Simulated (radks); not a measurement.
Results of a calculation; reference values are marked as such.
Spherical jellium clusters: N electrons in a uniform positive sphere of charge N and radius rs N^(1/3), rs = 3.82 bohr. Level of theory: non-relativistic Kohn-Sham, LDA (Slater exchange, Perdew-Wang correlation), spin-polarised, spherical densities (a radial shooting solver with Libxc functionals). Levels are named by radial order and angular momentum (1s, 1p, 1d, 2s, ...), and open shells are averaged over m.

N = 30, configuration 1s2 1p6 1d10 2s2 1f(up 7, down 3). This is the lowest configuration that the search found. Occupied and some empty levels:

level,occupation,eigenvalue (eV),<r> (bohr)
1s up,1,-5.6549,6.986
1s down,1,-5.5362,6.717
1p up,3,-4.9349,8.411
1p down,3,-4.7587,8.293
1d up,5,-4.0551,9.321
1d down,5,-3.8538,9.292
2s up,1,-3.7072,7.469
2s down,1,-3.6034,7.642
1f up,7,-3.0261,10.06
1f down,3,-2.8183,10.08
2p up,0,-2.4398,8.744
2p down,0,-2.3417,8.816
1g up,0,-1.8734,10.76
1g down,0,-1.6722,10.84
2d up,0,-1.2311,10.61
2d down,0,-1.1316,10.73

Energy (eV): total -55.8699, kinetic 57.830, external -2448.0, Hartree 1211.6, exchange-correlation -115.25, background 1238.0.
